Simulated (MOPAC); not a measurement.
MOPAC input (AM1):

```
AM1 FORCE THERMO(298,298) PRECISE LET UHF MS=0.5 GEO-OK AUX(PRECISION=9) THREADS=1
HOSr

Sr    0.00000000 1    0.00000000 1   -0.40765363 1
O    -0.00000000 1   -0.00000000 1    1.65299362 1
H    -0.00000000 1    0.00000000 1    2.63261291 1
```

Output:

```
 *******************************************************************************
 **                                                                           **
 **                              MOPAC v23.2.5                                **
 **                                                                           **
 *******************************************************************************
 ** MOPAC's Digital Object Identifier: https://doi.org/10.5281/zenodo.6511958 **
 **                                                                           **
 ** Please cite the open-source release paper for use of this MOPAC version:  **
 ** J. E. Moussa and J. J. P. Stewart (2026)                                  **
 ** MOPAC: An open-source semiempirical molecular orbital program             **
 ** J. Open Source Softw., 11(119), 8025, https://doi.org/10.21105/joss.08025 **
 *******************************************************************************

                              AM1 CALCULATION RESULTS

 *******************************************************************************
 *  AM1        - The AM1 Hamiltonian to be used
 *  GEO-OK     - OVERRIDE INTERATOMIC DISTANCE AND OTHER SAFETY CHECKS
 *  UHF        - UNRESTRICTED HARTREE-FOCK CALCULATION
 *  MS=        - IN MECI, MAGNETIC COMPONENT OF SPIN =  0.5
 *  LET        - OVERRIDE SOME SAFETY CHECKS
 *  PRECISE    - TIGHTER CRITERIA TO BE USED
 *  FORCE      - FORCE CALCULATION SPECIFIED
 *  AUX        - OUTPUT AUXILIARY INFORMATION
 *  THERMO     - THERMODYNAMIC QUANTITIES TO BE CALCULATED
 *******************************************************************************
AM1 FORCE THERMO(298,298) PRECISE LET UHF MS=0.5 GEO-OK AUX(PRECISION=9) THREADS=1
 HOSr

   ATOM   CHEMICAL          X               Y               Z
  NUMBER   SYMBOL      (ANGSTROMS)     (ANGSTROMS)     (ANGSTROMS)

     1      Sr          0.00000000  *   0.00000000  *  -0.40765363  *
     2       O         -0.00000000  *  -0.00000000  *   1.65299362  *
     3       H         -0.00000000  *   0.00000000  *   2.63261291  *

          CARTESIAN COORDINATES

    NO.       ATOM           X           Y           Z

     1        Sr          0.0000      0.0000     -0.4077
     2         O         -0.0000     -0.0000      1.6530
     3         H         -0.0000      0.0000      2.6326

  H: (AM1): M.J.S. DEWAR ET AL, J. AM. CHEM. SOC. 107 3902-3909 (1985)
  O: (AM1): M.J.S. DEWAR ET AL, J. AM. CHEM. SOC. 107 3902-3909 (1985)
 Sr: (AM1): J. J. P. STEWART, J. MOL. MOD., 10, 155-164 (2004)

           Empirical Formula: H O Sr  =     3 atoms

      MOLECULAR POINT GROUP   :   C*v

          UHF CALCULATION, NO. OF ALPHA ELECTRONS =    5
                           NO. OF BETA  ELECTRONS =    4

          HEAT OF FORMATION =     -45.529289 KCALS/MOLE

          CARTESIAN COORDINATE DERIVATIVES

   NUMBER  ATOM         X            Y            Z

     1      Sr     -0.000617     0.000000     0.000000
     2       O     -0.008771     0.000000     0.000000
     3       H      0.009388     0.000000     0.000000

 DIPOLE           X         Y         Z       TOTAL
 POINT-CHG.    -4.122     0.000    -0.000     4.122
 HYBRID         3.328    -0.000    -0.000     3.328
 SUM           -0.794    -0.000    -0.000     0.794

          GRADIENT NORM =   0.01286

          MOLECULAR WEIGHT =  104.63

          ROTATIONAL CONSTANTS IN CM(-1)

          A =    0.00000000   B =    0.25997149   C =    0.25997149

           PRINCIPAL MOMENTS OF INERTIA IN UNITS OF 10**(-40)*GRAM-CM**2

          A =        0.0000   B =      107.6762   C =      107.6762

          ORIENTATION OF MOLECULE IN FORCE CALCULATION

    NO.       ATOM         X         Y         Z

     1         Sr      -0.3444   -0.0000    0.0000
     2          O       1.7162   -0.0000    0.0000
     3          H       2.6959    0.0000   -0.0000

    FIRST DERIVATIVES WILL BE USED IN THE CALCULATION OF SECOND DERIVATIVES

    FOR POINT-GROUP C*v  THERE ARE  84 UNIQUE SYMMETRY FUNCTIONS.

(To convert to Hartree/Bohr^2, multiply by (10^(-21) x N x a0^2)/(4.184 x 627.51) =  0.0642)

           FORCE MATRIX IN MILLIDYNES/ANGSTROM

                 Sr  1       O  2       H  3
 ------------------------------------------
    Sr    1   3.399647
     O    2   2.728386   8.733993
     H    3   0.675746   6.005526   6.675848

          HEAT OF FORMATION =     -45.529289 KCALS/MOLE

          ZERO POINT ENERGY       7.047 KCAL/MOL

           NORMAL COORDINATE ANALYSIS (Total motion = 1 Angstrom)

   Root No.       1         2         3         4

                 1 Pi      1 Pi      1 Sig     2 Sig

                 428.4     428.4     633.2    3439.6

   x Sr    1   -0.0000    0.0000   -0.0917   -0.0008
   y Sr    1    0.0050    0.0002   -0.0000    0.0000
   z Sr    1   -0.0002    0.0050    0.0000    0.0000
   x  O    2    0.0000   -0.0000    0.4750   -0.0551
   y  O    2   -0.0845   -0.0042    0.0000   -0.0000
   z  O    2    0.0042   -0.0845   -0.0000   -0.0000
   x  H    3   -0.0000    0.0000    0.4333    0.9441
   y  H    3    0.9093    0.0453   -0.0000    0.0000
   z  H    3   -0.0453    0.9093   -0.0000   -0.0000

           MASS-WEIGHTED COORDINATE ANALYSIS (NORMAL COORDINATES)

   Root No.       1         2         3         4

                 1 Pi      1 Pi      1 Sig     2 Sig

                 428.4     428.4     633.2    3439.6

   x Sr    1   -0.0000    0.0000   -0.4031   -0.0077
   y Sr    1    0.0477    0.0025    0.0000    0.0000
   z Sr    1   -0.0025    0.0477    0.0000    0.0000
   x  O    2    0.0000   -0.0000    0.8921   -0.2265
   y  O    2   -0.3464   -0.0179   -0.0000   -0.0000
   z  O    2    0.0179   -0.3464   -0.0000   -0.0000
   x  H    3   -0.0000    0.0000    0.2043    0.9740
   y  H    3    0.9354    0.0485    0.0000    0.0000
   z  H    3   -0.0485    0.9354   -0.0000   -0.0000

          DESCRIPTION OF VIBRATIONS

 VIBRATION          2    1Pi         ATOM PAIR     ENERGY CONTRIBUTION    RADIAL
 FREQUENCY           428.39         O 2 -- H 3         +55.8% ( 99.8%)      0.0%
 TRANSITION DIPOLE   0.9542         Sr1 -- H 3         +43.3% ( 87.9%)      0.0%
 TRAVEL (Ang.)       0.3952         Sr1 -- O 2          +0.8% ( 12.3%)      0.0%
 REDUCED MASS        1.0080
 EFFECTIVE MASS      1.9180
 FORCE CONSTANT      0.1090

 VIBRATION          3    1Sig        ATOM PAIR     ENERGY CONTRIBUTION    RADIAL
 FREQUENCY           633.20         Sr1 -- O 2         +51.7% (144.4%)    100.0%
 TRANSITION DIPOLE   2.3307         Sr1 -- H 3         +30.9% (111.6%)    100.0%
 TRAVEL (Ang.)       0.0925         O 2 -- H 3         +17.4% ( 83.8%)    100.0%
 REDUCED MASS       12.4472
 EFFECTIVE MASS     32.4327
 FORCE CONSTANT      2.9404

 VIBRATION          4    2Sig        ATOM PAIR     ENERGY CONTRIBUTION    RADIAL
 FREQUENCY          3439.62         O 2 -- H 3         +52.5% (100.0%)    100.0%
 TRANSITION DIPOLE   0.7285         Sr1 -- H 3         +47.3% ( 94.9%)    100.0%
 TRAVEL (Ang.)       0.1437         Sr1 -- O 2          +0.2% (  6.3%)    100.0%
 REDUCED MASS        0.9491
 EFFECTIVE MASS      1.3526
 FORCE CONSTANT      6.6161

      SYMMETRY NUMBER FOR POINT-GROUP C*v =  1

          SYSTEM IS A GROUND STATE

 HOSr

          MOLECULE IS LINEAR

          THERE ARE  4 GENUINE VIBRATIONS IN THIS SYSTEM
          THIS THERMODYNAMICS CALCULATION IS LIMITED TO
          MOLECULES WHICH HAVE NO INTERNAL ROTATIONS

                    CALCULATED THERMODYNAMIC PROPERTIES
                                          *
   TEMP. (K)   PARTITION FUNCTION   H.O.F.    ENTHALPY  HEAT CAPACITY ENTROPY
                                   KCAL/MOL   CAL/MOLE    CAL/K/MOL  CAL/K/MOL

 298.00  VIB.     0.1375D+01                   443.7673     3.7776     2.1219
         ROT.     0.7967D+03                   592.1869     1.9872    15.2627
         INT.     0.1095D+04                  1035.9541     5.7648    17.3846
         TRA.     0.1035D+28                  1480.4672     4.9680    39.8506
         TOT.                      -45.529    2516.4213    10.7328    57.2352

   *: NOTE: HEATS OF FORMATION ARE RELATIVE TO THE
            ELEMENTS IN THEIR STANDARD STATE AT 298K
              (=  Standard Enthalpy of Formation).

            Hvib:  Zero-point energy is not included.
                   frequencies of less than zero cm-1 are not included.
            Hrot = (3/2)RT
            Htra = (3/2)RT + pV = (5/2)RT

            Heat capacity is Cp, not Cv

          For more information, see: HTTP://OpenMOPAC.net/Manual/thermochemistry.html

           FORCE CONSTANT IN CARTESIAN COORDINATES (Millidynes/A)

    ATOM   CHEMICAL       X               Y               Z
   NUMBER   SYMBOL  FORCE CONSTANT  FORCE CONSTANT  FORCE CONSTANT

      1      Sr        3.399304        0.021737        0.021737
      2       O        8.728891        0.209318        0.209318
      3       H        6.674792        0.095512        0.095512

 **********************
 *                    *
 * JOB ENDED NORMALLY *
 *                    *
 **********************

 == MOPAC DONE ==
```
